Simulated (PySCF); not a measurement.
C5H11F3Si, SMILES `FC(F)(F)[C@H](C[SiH3])CC` (C–C–C–C torsion 173°, C–C–C–Si torsion -63°), neutral singlet in the gas phase. 

Cartesian coordinates (Å):
```xyz
20

C     -2.0696     0.6012    -1.1825
C     -0.7932     0.7751    -0.3583
C     -0.0694    -0.5117     0.0800
C      1.2874    -0.2140     0.7452
Si     2.5921     0.6191    -0.3487
C     -0.9208    -1.3631     1.0165
F     -0.2459    -2.4399     1.4635
F     -1.3199    -0.6683     2.0996
F     -2.0301    -1.8331     0.4140
H     -1.8939    -0.0435    -2.0590
H     -2.4171     1.5786    -1.5514
H     -2.8850     0.1526    -0.5995
H     -1.0018     1.3784     0.5414
H     -0.0731     1.3625    -0.9501
H      0.0959    -1.1484    -0.8068
H      1.7356    -1.1556     1.0998
H      1.1318     0.4071     1.6443
H      2.6680    -0.0853    -1.6643
H      2.2908     2.0581    -0.6020
H      3.9183     0.5301     0.3283
```
Charge 0, multiplicity 1.

All levels are single points at this geometry (B3LYP-D3(BJ)/def2-SVP); Pople sets use spherical d functions. Orbital energies aren't observables, and empty levels follow the basis.

B3LYP-D3(BJ)/def2-TZVP in PySCF gives HOMO (eV) = -8.82.

Question: Estimate the HOMO (eV) from each of these levels: M06-2X/def2-TZVP in PySCF; B3LYP/3-21G in PySCF; B3LYP/6-31G* in PySCF; M06-2X/6-31G* in PySCF; PBE/6-31G* in PySCF.

Answer: 
| level | HOMO (eV) |
|---|---|
| M06-2X/def2-TZVP in PySCF | -10.23 |
| B3LYP/3-21G in PySCF | -8.61 |
| B3LYP/6-31G* in PySCF | -8.57 |
| M06-2X/6-31G* in PySCF | -10.07 |
| PBE/6-31G* in PySCF | -7.37 |
